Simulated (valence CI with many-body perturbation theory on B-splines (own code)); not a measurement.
# Energy levels of Ru¹²⁺

Computed by valence CI with perturbative core correlation (CI+MBPT): four valence electrons over a frozen Dirac-Fock core [Ar] 3d10, radial functions for each j: 11 s, 11 p, 9 d, 7 f, 5 g, 2 h, 1 i, with the one-electron correlation potential Σ1 (screened to all orders), the two-electron term Σ2, the three-electron term Σ3, Breit, model QED; selected single and double excitations, second order for the rest, scaled by the run's own slope (own B-spline code, finite nucleus).

No measured spectrum was set against this ion. As an estimate, levels hold to about 250 cm⁻¹ or 0.2 % of their energy and the worst to 1 %, as in measured heavy ions of charge 2 to 7; those with d or f electrons hold less well.

Levels 46 to 73 of 73, with energies above the lowest level, 4s2 4p2 3P_0. "Leading %" is the weight of the configuration and term that name the level; weights of strongly mixed levels are sums over their largest components and can fall short. In the jj column 3d3/2^4 stands for four electrons in 3d with j = 3/2.

| No. | Configuration | Term | J | E (eV) | Leading % | g | Leading jj | Second component |
| --- | --- | --- | --- | --- | --- | --- | --- | --- |
| 46 | 4s 4p2 4d | 5P | 3 | 90.41 | 78 | 1.610 | 4s 4p1/2 4p3/2 4d5/2 (47 %) | 12 % 4s 4p2 4d 5D |
| 47 | 4s 4p2 4d | 5P | 2 | 91.09 | 85 | 1.770 | 4s 4p1/2 4p3/2 4d3/2 (46 %) | 5 % 4s 4p2 4d 5D |
| 48 | 4s 4p2 4d | 3F | 4 | 91.12 | 65 | 1.290 | 4s 4p3/2^2 4d5/2 (72 %) | 20 % 4s 4p2 4d 5D |
| 49 | 4s 4p2 4d | 5P | 1 | 91.41 | 87 | 2.393 | 4s 4p1/2 4p3/2 4d3/2 (53 %) | 6 % 4s 4p2 4d 3P |
| 50 | 4s 4p2 4d | 3P | 1 | 92.46 | 60 | 1.375 | 4s 4p1/2 4p3/2 4d5/2 (32 %) | 13 % 4s 4p2 4d 3D |
| 51 | 4s 4p2 4d | 3G | 3 | 93.06 | 81 | 0.786 | 4s 4p1/2 4p3/2 4d3/2 (74 %) | 9 % 4s 4p2 4d 1F |
| 52 | 4s 4p2 4d | 3G | 4 | 93.98 | 84 | 1.072 | 4s 4p1/2 4p3/2 4d5/2 (47 %) | 8 % 4s 4p2 4d 3F |
| 53 | 4s 4p2 4d | 3P | 0 | 94.34 | 77 |  | 4s 4p3/2^2 4d5/2 (46 %) | 14 % 4p4 3P |
| 54 | 4s 4p2 4d | 3D | 2 | 94.85 | 40 | 1.012 | 4s 4p1/2^2 4d3/2 (28 %) | 29 % 4s 4p2 4d 3F |
| 55 | 4s 4p2 4d | 3G | 5 | 95.07 | 88 | 1.214 | 4s 4p3/2^2 4d5/2 (57 %) | 7 % 4s 4p2 4d 5F |
| 56 | 4s 4p2 4d | 3D | 3 | 95.73 | 52 | 1.187 | 4s 4p1/2 4p3/2 4d5/2 (59 %) | 33 % 4s 4p2 4d 1F |
| 57 | 4s 4p2 4d | 3D | 1 | 95.85 | 74 | 0.708 | 4s 4p3/2^2 4d3/2 (33 %) | 11 % 4s 4p2 4d 3P |
| 58 | 4s 4p2 4d | 1G | 4 | 96.49 | 72 | 1.047 | 4s 4p1/2 4p3/2 4d5/2 (56 %) | 15 % 4s 4p2 4d 3F |
| 59 | 4s 4p2 4d | 3D | 3 | 96.66 | 40 | 1.152 | 4s 4p1/2 4p3/2 4d5/2 (44 %) | 33 % 4s 4p2 4d 1F |
| 60 | 4s 4p2 4d | 3D | 2 | 97.42 | 53 | 1.014 | 4s 4p3/2^2 4d3/2 (41 %) | 26 % 4s 4p2 4d 3F |
| 61 | 4s 4p2 4d | 3D | 1 | 97.83 | 82 | 0.592 | 4s 4p1/2 4p3/2 4d3/2 (70 %) | 7 % 4s 4p2 4d 1P |
| 62 | 4s 4p2 4d | 3D | 1 | 98.22 | 57 | 0.757 | 4s 4p1/2 4p3/2 4d5/2 (46 %) | 35 % 4s 4p2 4d 1P |
| 63 | 4s 4p2 4d | 3F | 3 | 98.47 | 53 | 1.195 | 4s 4p1/2 4p3/2 4d5/2 (50 %) | 33 % 4s 4p2 4d 3D |
| 64 | 4s 4p2 4d | 3D | 2 | 98.74 | 68 | 1.065 | 4s 4p1/2 4p3/2 4d5/2 (43 %) | 9 % 4s 4p2 4d 3F |
| 65 | 4s 4p2 4d | 3P | 0 | 99.05 | 88 |  | 4s 4p1/2 4p3/2 4d5/2 (45 %) | 8 % 4s2 4d2 3P |
| 66 | 4s 4p2 4d | 3P | 1 | 99.59 | 62 | 1.504 | 4s 4p1/2 4p3/2 4d5/2 (73 %) | 19 % 4s 4p2 4d 3S |
| 67 | 4s 4p2 4d | 3F | 2 | 99.83 | 53 | 0.853 | 4s 4p1/2 4p3/2 4d3/2 (41 %) | 25 % 4s 4p2 4d 3D |
| 68 | 4s 4p2 4d | 3F | 3 | 99.85 | 48 | 1.159 | 4s 4p3/2^2 4d3/2 (23 %) | 22 % 4s 4p2 4d 3D |
| 69 | 4s 4p2 4d | 3D | 2 | 100.31 | 40 | 1.171 | 4s 4p1/2 4p3/2 4d5/2 (41 %) | 24 % 4s 4p2 4d 3P |
| 70 | 4s 4p2 4d | 3F | 4 | 100.76 | 80 | 1.223 | 4s 4p3/2^2 4d3/2 (55 %) | 8 % 4s 4p2 4d 1G |
| 71 | 4s 4p2 4d | 3S | 1 | 100.90 | 30 | 1.321 | 4s 4p3/2^2 4d3/2 (41 %) | 15 % 4s 4p2 4d 3D |
| 72 | 4s 4p2 4d | 3D | 3 | 100.96 | 57 | 1.225 | 4s 4p3/2^2 4d5/2 (62 %) | 17 % 4s 4p2 4d 3F |
| 73 | 4s 4p2 4d | 3P | 2 | 101.14 | 50 | 1.331 | 4s 4p3/2^2 4d5/2 (30 %) | 32 % 4s 4p2 4d 3D |

Names give the largest LS component (configuration and term), which can be under half, so a name can repeat, a term be missing and a line seem to break the LS rules; names also repeat where a configuration has a term twice.

Where two levels of one J and parity lie close, their mixing, g and order are uncertain.
